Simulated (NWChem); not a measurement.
A series in which one site is exchanged, each optimised at PBE0/def2-SVP with NWChem, gas phase unless a solvent is named. All stand in one matching conformer (torsions within 35°), which need not be the lowest. For some, no frequency run checked for a minimum. def2 effective core potentials on In; no spin-orbit coupling.

A: [SH][In]([OH])[SH] (InH3S2O; site = In)
B: SB(S)O (BH₃S₂O; site = B)
C: [OH][Ga]([SH])[SH] (GaH3S2O; site = Ga)

Values for A:

* **vertical ionisation energy, ΔSCF, PBE0/def2-SVP (eV)**: 9.47
* **static polarisability, PBE0/def2-SVPD (bohr³)**: 86.1
* **lowest singlet excitation, PBE0/def2-SVPD, TDA (eV)**: 4.31

Task: How do these values change for the other members?

Result: 
| change from A | B | C |
|---|---|---|
| vertical ionisation energy, ΔSCF, PBE0/def2-SVP (eV) | +0.02 | +0.14 |
| static polarisability, PBE0/def2-SVPD (bohr³) | -24.8 | -10.7 |
| lowest singlet excitation, PBE0/def2-SVPD, TDA (eV) | +1.37 | +0.93 |
